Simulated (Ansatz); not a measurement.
`[Cl][Mg][Br]` + H₂O → `[OH][Mg][Cl]` + HBr  (formal hydrolysis of a Mg–Br bond)

Isolated molecules relaxed with PBE0-D4/def2-TZVP in Ansatz; ΔE leaves out vibrations. CBS: MP2 limit from def2 TZ/QZ plus the TZ coupled-cluster correction, frozen cores. This one scheme is used for every species. DFT in def2-TZVPP. B3LYP here is the variant with VWN-RPA as its local correlation; programs differ in this. HSE06 is defined as in plane-wave codes. For Br, Mg outer-core shells are correlated without core-valence functions, which leaves a few kJ/mol of doubt a bond. Scalar relativity is left out up to krypton. One conformer a species, not always the lowest.

| level | ΔE (kcal/mol) | difference from CCSD(T)/CBS |
| --- | --- | --- |
| LDA (SPW92) | 19.7 | -1.4 |
| revPBE-D4 | 20.9 | -0.2 |
| BLYP-D4 | 18.7 | -2.4 |
| r2SCAN-D4 | 21.3 | 0.2 |
| B97M-V | 21.1 | 0.0 |
| PBE0-D4 | 22.7 | 1.6 |
| B3LYP-D4 | 20.4 | -0.7 |
| r2SCAN0-D4 | 22.7 | 1.6 |
| HSE06-D4 | 22.9 | 1.8 |
| BHLYP-D4 | 22.3 | 1.2 |
| CAM-B3LYP-D4 | 19.6 | -1.5 |
| ωB97X-V | 21.0 | -0.1 |
| ωB97M-V | 21.1 | 0.0 |
| B2PLYP | 20.3 | -0.8 |
| PBE-QIDH | 22.7 | 1.6 |
| PBE | 20.8 | -0.3 |
| revPBE | 21.2 | 0.1 |
| BLYP | 18.7 | -2.4 |
| r2SCAN | 21.3 | 0.2 |
| PBE0 | 22.6 | 1.5 |
| B3LYP | 20.2 | -0.9 |
| r2SCANh | 21.9 | 0.8 |
| r2SCAN0 | 22.7 | 1.6 |
| HSE06 | 22.8 | 1.7 |
| CAM-B3LYP | 19.4 | -1.7 |
| LC-ωPBE | 20.5 | -0.6 |
| RPA@PBE/def2-TZVPP | 19.5 | -1.6 |
| HF/def2-SVP | 21.4 | 0.3 |
| CCSD/def2-SVP | 18.5 | -2.6 |
| HF/def2-TZVPP | 25.0 | 3.9 |
| MP2/def2-TZVPP | 20.5 | -0.6 |
| SCS-MP2/def2-TZVPP | 20.0 | -1.1 |
| CCSD/def2-TZVPP | 20.8 | -0.3 |
| CCSD(T)/def2-TZVPP | 20.7 | -0.4 |
| HF/def2-QZVPP | 24.6 | 3.5 |
| MP2/def2-QZVPP | 20.6 | -0.5 |
| SCS-MP2/def2-QZVPP | 20.1 | -1.0 |
| HF/CBS(def2) | 24.5 | 3.4 |
| MP2/CBS(def2) | 20.9 | -0.2 |
| CCSD/CBS(def2) | 21.2 | 0.1 |
| CCSD(T)/CBS | 21.1 | 0 |

Largest T1 diagnostic among the species: 0.009.

From r2SCAN to r2SCAN0 (25 % exact exchange), in def2-TZVPP and without D4, ΔE moves by +1.3 kcal/mol. In def2-TZVPP, CCSD(T) changes the Hartree–Fock value by −4.3 kcal/mol (the triples alone add −0.2 kcal/mol) and MP2 by −4.4 kcal/mol. Leaving LDA and LC-ωPBE aside and taking each functional with its dispersion term where it has one, the values spread over 4.2 kcal/mol, from BLYP-D4 to HSE06-D4. LDA lies −1.1 kcal/mol from PBE without D4.
